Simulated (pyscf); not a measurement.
H₂N–Na (SMILES [NH2][Na]), singlet

Gas-phase minimum from PySCF at ωB97X-D3(BJ)/def2-SVP, one conformer. 

```
N
H 1 1.0220
H 1 1.0221 2 103.74
Na 1 2.0625 2 128.17 3 -178.80
```

Properties at ωB97X-D3(BJ)/def2-SVP:

```json
{
 "harmonic_wavenumbers_unscaled": "225, 363, 546, 1542, 3515, 3588 cm⁻¹",
 "zero_point_energy": "14.0 kcal/mol",
 "rotational_symmetry_number": "2",
 "Entropy of this conformer at 298 K and 1 atm, rigid rotor and harmonic oscillator, modes under 100 cm⁻¹ raised to 100": "244.9 J/(mol K)",
 "dipole_moment": "5.87 D"
}
```

Single-point totals, which compare only within one level (frozen core for MP2 and CC):

| level | total energy (hartree) |
|---|---|
| ωB97X-D3(BJ)/def2-TZVP | -218.28524 |
| PBE/def2-TZVP | -218.06765 |
| r²SCAN/def2-TZVP | -218.18895 |
| B3LYP-D3(BJ)/def2-TZVP | -218.27232 |
| PBE0-D3(BJ)/def2-TZVP | -218.08337 |
| M06-2X/def2-TZVP | -218.19903 |
| ωB97M-D3(BJ)/def2-TZVP | -218.29768 |
| HF/def2-TZVPP | -217.46307 |
| MP2/def2-TZVPP | -217.87147 |
| CCSD/def2-TZVPP | -217.88295 |
| CCSD(T)/def2-TZVPP | -217.89464 |

The CCSD(T) − MP2 part came from Ansatz, without density fitting, on the same reference. The frozen core leaves the outer d or s,p core shells of the metals and heavy elements correlated in the MP2 and CC values, and def2-TZVPP describes them poorly, so these totals are far from the basis limit.
